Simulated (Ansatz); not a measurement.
`C[SiH2][O][ZnH]` + H–F → `F[SiH2][O][ZnH]` + CH₄ at 600 K and 1 bar (ligand exchange at the Si–C bond).

Gas-phase electronic energies from Ansatz, PBE0-D4/def2-TZVP geometries. CCSD(T)/CBS is the MP2 limit (def2-TZVPP, def2-QZVPP) plus CCSD(T) − MP2 in def2-TZVPP, frozen cores. This one scheme is used for every species. For Zn outer-core shells are correlated without core-valence functions, which leaves a few kJ/mol of doubt a bond. Scalar relativity is left out up to krypton. Each species was taken in one conformer, which may not be the lowest.

| species | CCSD(T)/CBS energy (Eh) | H − E (kJ/mol) | S (J/(mol·K)) |
| --- | --- | --- | --- |
| `C[SiH2][O][ZnH]` | -2184.36423 | 230.0 | 451.8 |
| H–F | -100.39570 | 42.3 | 194.0 |
| `F[SiH2][O][ZnH]` | -2244.35972 | 131.6 | 413.5 |
| CH₄ | -40.46206 | 140.4 | 215.7 |

H − E and S are ideal-gas, rigid-rotor, harmonic terms from PBE0-D4/def2-TZVP, for one conformer and one mirror image of each species. 1 Eh = 2625.50 kJ/mol, R = 8.31446 J/(mol·K).

By hand: ΔE, ΔH, ΔS and ΔG.

ΔE = (-2244.35972) + (-40.46206) − (-2184.36423) − (-100.39570) = -0.06185 Eh = -162.4 kJ/mol. Δ(H − E) = 131.6 + 140.4 − 230.0 − 42.3 = -0.3, so ΔH = -162.7 kJ/mol. ΔS = 413.5 + 215.7 − 451.8 − 194.0 = -16.6 J/(mol·K). ΔG = -162.7 − 600 × (-16.6)/1000 = -152.7 kJ/mol.

By hand: the equilibrium constant, and the temperature at which ΔG would vanish if ΔH and ΔS stayed fixed.

log₁₀ K = −ΔG/(RT ln 10) = 13.3. ΔG = 0 at ΔH/ΔS = 9801 K, far beyond where these terms or the molecules hold.

ΔH outweighs TΔS. A doubt of 5 kJ/mol in ΔE shifts log₁₀ K by 0.4 here. Other conformers and mirror images would add mixing entropy, several J/(mol·K) or more a flexible species. Modes under 60 cm⁻¹, often nearly free rotors, make the harmonic entropy too high. These are equilibria of isolated gas molecules and say nothing of rates. Largest T1 diagnostic: 0.015 (customary marks: 0.02 for closed shells, 0.045 for open ones).
